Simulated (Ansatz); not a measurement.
BrCuH3N (`[NH3+][Cu-][Br]`). The species carries charge 0 and has multiplicity 1.

Cartesian coordinates in Å:
```
N -0.790 -0.095 0.244
Cu 1.058 0.128 -0.327
Br 3.160 0.378 -0.975
H -0.932 -0.989 0.703
H -1.430 -0.052 -0.543
H -1.066 0.630 0.899
```

(1) What are the harmonic wavenumbers in cm⁻¹ at PBE0-D4/def2-TZVP (Ansatz, finite differences of forces, unscaled)? (Estimate.)

(2) Is this a minimum?

(3) Give the ideal-gas thermochemistry at 298.15 K and 1 bar (rigid rotor, harmonic oscillator; point group C3v, symmetry number 3).

## Answers

(1) Computed: 100, 100, 272, 449, 600, 600, 1224, 1658, 1658, 3489, 3595, 3595.

(2) Yes, all 12 modes are real.

(3) Zero-point energy 103.7 kJ/mol; H(298) − E = 120.3 kJ/mol; entropy 307.0 J/(mol·K), of which translation 172.2, rotation 91.9, vibration 42.9; G(298) − E = 28.8 kJ/mol. Modes under 100 cm⁻¹ are hindered rotations or soft bends, so the harmonic entropy is rough.
